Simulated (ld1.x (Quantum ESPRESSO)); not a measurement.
What the settings do to the TM potential of Pd

Base potential:

palladium (Pd), norm-conserving Troullier–Martins (Kleinman–Bylander form), made with ld1.x (Quantum ESPRESSO) 7.5 (PW91, non-relativistic). Core [Ar] 3d10 4s2, reference 4p6 4d10 5s0 5p0. Waves: 4p (bound): rc 1.05 bohr; 4d (bound): rc 1.60 bohr; 5s (bound, empty): rc 2.25 bohr. Local part: the s channel. Core correction: Bessel-smoothed model core, default radius (core density twice the valence density).

All-electron outer shells of the reference configuration (PW91, non-relativistic, ld1.x):

```json
{"shell": "4s", "level (eV)": "-78.63", "outermost node (bohr)": "0.47", "outermost maximum (bohr)": "0.88"}
{"shell": "4p", "level (eV)": "-49.31", "outermost node (bohr)": "0.46", "outermost maximum (bohr)": "0.92"}
{"shell": "4d", "level (eV)": "-4.17", "outermost node (bohr)": "0.45", "outermost maximum (bohr)": "1.09"}
{"shell": "5s", "level (eV)": "-2.90", "outermost node (bohr)": "1.19", "outermost maximum (bohr)": "2.81"}
{"shell": "5p", "level (eV)": "-0.31", "outermost node (bohr)": "1.34", "outermost maximum (bohr)": "5.00"}
```

Cutoffs, loose and tight: the cutoffs (Ry, on a coarse ladder) from which the occupation-weighted sum of valence levels, in a spherical-Bessel basis at the reference potential, stays within 10 and 1 mRy of its value at 400 Ry. They do not see the model core or the augmentation charge, which bear on the density cutoff. Test errors are all-electron minus pseudo excitation energies from the reference, over the configurations 4p6 4d9 5s0 5p0; 4p6 4d8 5s0 5p0; 4p6 4d7 5s0 5p0; 4p5 4d10 5s0 5p0; 4p6 4d9.5 5s0 5p0; 4p6 4d9 5s1 5p0; 4p6 4d8 5s1 5p0. A dash means not determined; rows that change the core or the reference have their own tests.

```csv
change,outcome,"cutoff, loose","cutoff, tight",bound ghosts,largest test error (meV)
base,generated,140 Ry,180 Ry,none,-950
"all radii but the core radius scaled by about 0.74 (s 1.66, p 0.78, d 1.18 bohr)",generated,300 Ry,over 300 Ry,none,-647
"all radii but the core radius scaled by about 1.16 (s 2.60, p 1.22, d 1.86 bohr)",generated,110 Ry,160 Ry,none,-926
"all radii but the core radius scaled by about 1.25 (s 2.82, p 1.32, d 2.00 bohr)",generated,80 Ry,140 Ry,none,-909
"all radii but the core radius scaled by about 1.31 (s 2.94, p 1.38, d 2.10 bohr)",generated,70 Ry,110 Ry,none,-883
"all radii but the core radius scaled by about 1.39 (s 3.12, p 1.46, d 2.22 bohr)",generated,60 Ry,100 Ry,none,-870
```

(1) What comes out with this change to the base: all radii but the core radius scaled by about 1.12 (s 2.52, p 1.18, d 1.78 bohr)?

(2) What comes out with this change to the base: all radii but the core radius scaled by about 0.82 (s 1.84, p 0.86, d 1.32 bohr)?

(3) What comes out with this change to the base: all radii but the core radius scaled by about 0.90 (s 2.02, p 0.94, d 1.44 bohr)?

Answers

(1) outcome: generated; cutoff, loose: 120 Ry; cutoff, tight: 160 Ry; bound ghosts: none; largest test error (meV): -938.

(2) outcome: generated; cutoff, loose: 260 Ry; cutoff, tight: over 300 Ry; bound ghosts: none; largest test error (meV): -794.

(3) outcome: generated; cutoff, loose: 140 Ry; cutoff, tight: 230 Ry; bound ghosts: none; largest test error (meV): -889.

Reading the sweep of the scale of all radii but the core radius (base = 1) (base included, trends over the rows without a ghost): The loose cutoff falls from 300 Ry at 0.74 to 60 Ry at 1.39. A larger radius leaves more room for a smooth pseudo-wave, so fewer plane waves are needed; a smaller one forces it to follow the all-electron wave where it bends sharply. The median size of the test errors (rows with all tests solved) is not monotonic: lowest 123.9 meV at 0.82, highest 277.2 meV at 1.25.
